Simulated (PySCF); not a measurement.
# Fractional electron number in Cl²⁺ (chlorine, charge +2)

The 3p alpha orbital of [Ne] 3s2 3p3 is emptied in steps (occupation f), with all orbitals relaxed, ending at [Ne] 3s2 3p2. Computed with PySCF 2.14 in def2-TZVP, with no relativity, point nucleus. The exact energy is a straight line in f; departures are measured from the line between the end points of the same method.

Among UHF, LDA, PBE, PBE0, r2SCAN, LC-wPBE, BHandHLYP, wB97X, BLYP, r2SCAN0, which shows the largest delocalisation error (convex curve), and which is closest to linear?

Most convex: LDA (-1.664 eV at f = 0.5); closest to linear: UHF (0.178 eV).

```json
{"f": "1", "UHF (eV)": "0.000", "LDA (eV)": "0.000", "PBE (eV)": "0.000", "PBE0 (eV)": "0.000", "r2SCAN (eV)": "0.000", "LC-wPBE (eV)": "0.000", "BHandHLYP (eV)": "0.000", "wB97X (eV)": "0.000", "BLYP (eV)": "0.000", "r2SCAN0 (eV)": "0.000"}
{"f": "0.75", "UHF (eV)": "0.135", "LDA (eV)": "-1.246", "PBE (eV)": "-1.215", "PBE0 (eV)": "-0.880", "r2SCAN (eV)": "-1.123", "LC-wPBE (eV)": "-0.326", "BHandHLYP (eV)": "-0.557", "wB97X (eV)": "-0.392", "BLYP (eV)": "-1.225", "r2SCAN0 (eV)": "-0.815"}
{"f": "0.5", "UHF (eV)": "0.178", "LDA (eV)": "-1.664", "PBE (eV)": "-1.616", "PBE0 (eV)": "-1.168", "r2SCAN (eV)": "-1.478", "LC-wPBE (eV)": "-0.427", "BHandHLYP (eV)": "-0.739", "wB97X (eV)": "-0.513", "BLYP (eV)": "-1.632", "r2SCAN0 (eV)": "-1.072"}
{"f": "0.25", "UHF (eV)": "0.131", "LDA (eV)": "-1.249", "PBE (eV)": "-1.206", "PBE0 (eV)": "-0.870", "r2SCAN (eV)": "-1.092", "LC-wPBE (eV)": "-0.313", "BHandHLYP (eV)": "-0.552", "wB97X (eV)": "-0.373", "BLYP (eV)": "-1.220", "r2SCAN0 (eV)": "-0.791"}
{"f": "0", "UHF (eV)": "0.000", "LDA (eV)": "0.000", "PBE (eV)": "0.000", "PBE0 (eV)": "0.000", "r2SCAN (eV)": "0.000", "LC-wPBE (eV)": "0.000", "BHandHLYP (eV)": "0.000", "wB97X (eV)": "0.000", "BLYP (eV)": "0.000", "r2SCAN0 (eV)": "0.000"}
```

```json
{"method": "UHF", "E(f=0) − E(f=1) (eV)": "38.956", "−ε at f=1 (eV)": "39.687", "−ε at f=0.5 (eV)": "38.945"}
{"method": "LDA", "E(f=0) − E(f=1) (eV)": "39.666", "−ε at f=1 (eV)": "33.036", "−ε at f=0.5 (eV)": "39.659"}
{"method": "PBE", "E(f=0) − E(f=1) (eV)": "39.583", "−ε at f=1 (eV)": "33.101", "−ε at f=0.5 (eV)": "39.605"}
{"method": "PBE0", "E(f=0) − E(f=1) (eV)": "39.662", "−ε at f=1 (eV)": "34.955", "−ε at f=0.5 (eV)": "39.689"}
{"method": "r2SCAN", "E(f=0) − E(f=1) (eV)": "39.824", "−ε at f=1 (eV)": "33.778", "−ε at f=0.5 (eV)": "39.913"}
{"method": "LC-wPBE", "E(f=0) − E(f=1) (eV)": "39.767", "−ε at f=1 (eV)": "38.012", "−ε at f=0.5 (eV)": "39.801"}
{"method": "BHandHLYP", "E(f=0) − E(f=1) (eV)": "39.444", "−ε at f=1 (eV)": "36.469", "−ε at f=0.5 (eV)": "39.457"}
{"method": "wB97X", "E(f=0) − E(f=1) (eV)": "39.530", "−ε at f=1 (eV)": "37.414", "−ε at f=0.5 (eV)": "39.582"}
{"method": "BLYP", "E(f=0) − E(f=1) (eV)": "39.307", "−ε at f=1 (eV)": "32.773", "−ε at f=0.5 (eV)": "39.322"}
{"method": "r2SCAN0", "E(f=0) − E(f=1) (eV)": "39.809", "−ε at f=1 (eV)": "35.415", "−ε at f=0.5 (eV)": "39.878"}
```

Reference removal energy between the ground levels: 39.8 ± 0.11 eV (semi-empirical (NIST evaluation); NIST Atomic Spectra Database, ionization energies). The calculation has no spin-orbit coupling. UHF lacks correlation.
